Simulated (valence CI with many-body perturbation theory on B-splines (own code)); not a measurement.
**E1 transitions of Nb10+**

Calculated by relativistic CI+MBPT: three valence electrons over a frozen Dirac-Fock core [Ar] 3d10, radial functions for each j: 11 s, 11 p, 10 d, 8 f, 5 g, 2 h, with the one-electron correlation potential Σ1, the two-electron term Σ2, the three-electron term Σ3, Breit, model QED; selected CI, second order for the rest, scaled by the run's own slope (own B-spline code, finite nucleus).

No measured levels were compared; by estimate levels hold to about 250 cm⁻¹ or 0.2 % of their energy and the worst to 1 %, as in measured heavy ions of charge 2 to 7; those with d or f electrons hold less well.

Lines 1 to 50 of 554 in falling wavelength, among levels below 1139800 cm⁻¹, chosen from the strongest by gf and those to the six lowest levels. Wavelengths and rates use the calculated energies, so an error of 900 cm⁻¹ moves a line at 244.2 nm by 2.2 % and its rate by three times that or more. Electric multipoles are in the length gauge, E1 and E2 with the static RPA response of the core. Weak lines are less certain than strong ones. Lines between different terms over intervals too small for the method are left out, as are lines whose strength nearly cancels. Where a level lies close to another of its J and parity, the split of strength between their lines is uncertain. The highest levels of a list are the least certain.

Names give the largest LS component (configuration and term), which can be under half, so a name can repeat, a term be missing and a line seem to break the LS rules; names also repeat where a configuration has a term twice. Letters in brackets count levels of one name in rising energy.

```csv
λ vac (nm),Upper,Lower,A (s⁻¹),S (a.u.) with core polarisation,S without
244.2,4s²5g ²G_9/2,4s²5f ²F°_7/2,2.36e+08,1.70e+01,1.70e+01
242.6,4s²5g ²G_7/2,4s²5f ²F°_5/2,2.31e+08,1.30e+01,1.30e+01
206.3,4s²6p ²P°_1/2,4s²6s ²S_1/2,3.90e+08,3.38e+00,3.39e+00
204.7,4s²6p ²P°_3/2,4s4p5p ²P_1/2 [b],1.83e+08,3.09e+00,3.11e+00
189.0,4s²6p ²P°_3/2,4s²6s ²S_1/2,4.75e+08,6.34e+00,6.36e+00
125.2,4s4p5p ²D_3/2 [a],4s4p5s ²P°_3/2 [a],3.90e+08,1.51e+00,1.53e+00
119.9,4s4p5p ²P_1/2 [a],4s4p5s ²P°_1/2 [a],8.43e+08,1.44e+00,1.45e+00
116.6,4s4p5p ⁴D_3/2,4s4p5s ⁴P°_3/2,7.22e+08,2.26e+00,2.31e+00
114.2,4s4p5p ²D_3/2 [b],4s4p5s ²P°_3/2 [b],8.44e+08,2.48e+00,2.52e+00
112.9,4s4p5p ²D_3/2 [b],4s4p5s ²P°_1/2 [b],5.28e+08,1.50e+00,1.53e+00
112.5,4s4p5p ⁴S_3/2,4s4p5s ²P°_3/2 [a],5.38e+08,1.51e+00,1.54e+00
111.8,4s4p5p ²P_1/2 [b],4s4p5s ²P°_1/2 [b],8.14e+08,1.12e+00,1.14e+00
111.7,4s²5p ²P°_1/2,4s²5s ²S_1/2,1.43e+09,1.97e+00,2.00e+00
109.8,4s4p5p ⁴P_3/2 [b],4s4p5s ²P°_1/2 [a],5.75e+08,1.50e+00,1.53e+00
107.5,4s4p5p ²D_3/2 [a],4s4p5s ⁴P°_5/2,5.95e+08,1.46e+00,1.49e+00
107.2,4s4p5p ⁴P_1/2,4s4p5s ⁴P°_3/2,1.47e+09,1.79e+00,1.82e+00
107.0,4s4p5p ²D_5/2 [a],4s4p5s ²P°_3/2 [a],1.44e+09,5.22e+00,5.31e+00
106.6,4s4p5p ⁴P_5/2,4s4p5s ⁴P°_5/2,1.40e+09,5.04e+00,5.12e+00
105.4,4s4p5p ²D_5/2 [b],4s4p5s ²P°_3/2 [b],1.72e+09,5.96e+00,6.06e+00
104.8,4s4p5p ²P_3/2,4s4p5s ²P°_3/2 [b],6.28e+08,1.43e+00,1.45e+00
103.9,4s4p5p ⁴D_7/2,4s4p5s ⁴P°_5/2,1.95e+09,8.62e+00,8.79e+00
103.7,4s4p5p ²P_3/2,4s4p5s ²P°_1/2 [b],1.18e+09,2.60e+00,2.64e+00
102.8,4s4p5p ⁴D_5/2,4s4p5s ⁴P°_3/2,1.87e+09,6.04e+00,6.15e+00
102.3,4s4p5p ²D_3/2 [a],4s4p5s ²P°_1/2 [a],5.25e+08,1.11e+00,1.13e+00
101.7,4s²5p ²P°_3/2,4s²5s ²S_1/2,1.87e+09,3.89e+00,3.95e+00
100.5,4s4p5p ⁴P_3/2 [a],4s4p5s ⁴P°_1/2,1.57e+09,3.14e+00,3.20e+00
98.06,4s4p5p ⁴S_3/2,4s4p5s ⁴P°_5/2,1.27e+09,2.36e+00,2.42e+00
96.72,4s4p5p ⁴P_3/2 [b],4s4p5s ⁴P°_3/2,7.85e+08,1.40e+00,1.43e+00
94.75,4s4p5p ²S_1/2 [a],4s4p5s ²P°_3/2 [a],2.13e+09,1.79e+00,1.83e+00
93.84,4s4p5p ²D_5/2 [a],4s4p5s ⁴P°_5/2,3.64e+08,8.91e-01,9.03e-01
92.04,4s4p5p ²S_1/2 [b],4s4p5s ²P°_1/2 [b],1.13e+09,8.71e-01,8.90e-01
77.51,4s4p5d ²P°_3/2,4s4p5p ²S_1/2 [a],2.29e+09,2.10e+00,2.12e+00
77.46,4s4p5d ⁴D°_7/2,4s4p5p ⁴P_5/2,6.59e+08,1.21e+00,1.22e+00
75.46,4s4p5d ⁴F°_7/2,4s4p5p ²D_5/2 [a],6.42e+08,1.09e+00,1.10e+00
74.98,4s4p5d ²P°_1/2,4s4p5p ²S_1/2 [a],4.62e+09,1.92e+00,1.94e+00
74.83,4s4p5d ⁴D°_3/2,4s4p5p ⁴P_3/2 [b],1.43e+09,1.19e+00,1.19e+00
74.38,4s4p5d ²F°_5/2 [a],4s4p5p ²D_3/2 [a],9.09e+08,1.11e+00,1.12e+00
73.41,4s4p5d ⁴P°_5/2,4s4p5p ²D_5/2 [a],1.89e+09,2.21e+00,2.22e+00
72.09,4s4p5d ⁴F°_3/2 [a],4s4p5p ⁴P_3/2 [a],8.50e+08,6.29e-01,6.37e-01
71.65,4s²5d ²D_3/2,4s²5p ²P°_3/2,1.20e+09,8.69e-01,8.77e-01
71.22,4s4p5d ²F°_7/2,4s4p5p ²D_5/2 [a],6.41e+09,9.14e+00,9.27e+00
71.09,4s4p5d ²D°_5/2,4s4p5p ⁴D_5/2,1.03e+09,1.09e+00,1.11e+00
71.03,4s4p5d ⁴P°_3/2,4s4p5p ⁴S_3/2,1.43e+09,1.01e+00,1.02e+00
71.02,4s4p5d ⁴P°_5/2,4s4p5p ⁴S_3/2,4.08e+09,4.33e+00,4.39e+00
70.94,4s4p5d ⁴D°_5/2,4s4p5p ⁴P_3/2 [a],6.67e+09,7.05e+00,7.14e+00
70.85,4s²5d ²D_5/2,4s²5p ²P°_3/2,7.30e+09,7.69e+00,7.75e+00
70.84,4s4p5d ²F°_5/2 [a],4s4p5p ⁴P_3/2 [b],5.43e+09,5.72e+00,5.80e+00
70.76,4s4p5d ⁴D°_3/2,4s4p5p ²P_1/2 [a],1.75e+09,1.22e+00,1.24e+00
70.62,4s²5f ²F°_7/2,4s²5d ²D_5/2,1.02e+10,1.42e+01,1.42e+01
70.59,4s²5f ²F°_5/2,4s²5d ²D_5/2,6.90e+08,7.19e-01,7.23e-01
```
